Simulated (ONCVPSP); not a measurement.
**Transferability test, ONCV potential for Au (Z = 79)**

* Element: Au
* Generator: ONCVPSP 4.0.1
* Type: optimised norm-conserving Vanderbilt (ONCV)
* Functional: PBE
* Relativity: scalar-relativistic
* Frozen core: [Kr] 4d10 4f14
* Valence charge: 19
* Reference configuration: 5s2 5p6 5d10 (charge +1)
* Partial waves: 5s: rc 1.45 bohr, ncon 3, nbas 6, qcut 7 1/bohr, 2 projectors, debl 2.9 Ha; 5p: rc 1.65 bohr, ncon 3, nbas 6, qcut 8.9 1/bohr, 2 projectors, debl 0.3 Ha; 5d: rc 1.30 bohr, ncon 4, nbas 8, qcut 8.2 1/bohr, 3 projectors, debl 2.4 Ha
* Local potential: polynomial inside 0.80 bohr (lpopt 5, dvloc0 -1 Ha)
* Core correction: Teter function fitted to the true core (icmod 2), fcfact 0.2

In the s channel the program set the typed energies aside and used -4.295, 0.250 Ha. In the p channel the program set the typed energies aside and used -2.512, 0.250 Ha.

Energies are relative to the spin-unpolarised reference configuration 5s2 5p6 5d10; without spin polarisation the order of configurations can differ from experiment.

| valence configuration | charge | ΔE all-electron (eV) | error AE − PS (meV) |
| --- | --- | --- | --- |
| 5s2 5p6 5d9 | +2 | 21.208 | -3.0 |
| 5s2 5p6 5d10 6p1 | 0 | -4.160 | +1.9 |

**Question.** What are ΔE and the potential's error for 5s2 5p6 5d8?

**Answer.** ΔE = 55.086 eV all-electron; the error (AE − PS) is -12 meV.

**Question.** What are ΔE and the potential's error for 5s2 5p6 5d10 6s1?

**Answer.** ΔE = -9.409 eV all-electron; the error (AE − PS) is +1.5 meV.

Levels in the configuration 5s2 5p6 5d8:

```tsv
level	all-electron (eV)	pseudo (eV)
5s	-144.656	-144.642
5p	-95.680	-95.687
5d	-40.628	-40.631
```

Note: ghosts flagged at negative energy: s at -197.8 eV; GHOST(+) flagged for p at 109.4 eV, d at 442.3 eV. A true bound ghost makes a file unfit for plane-wave use.
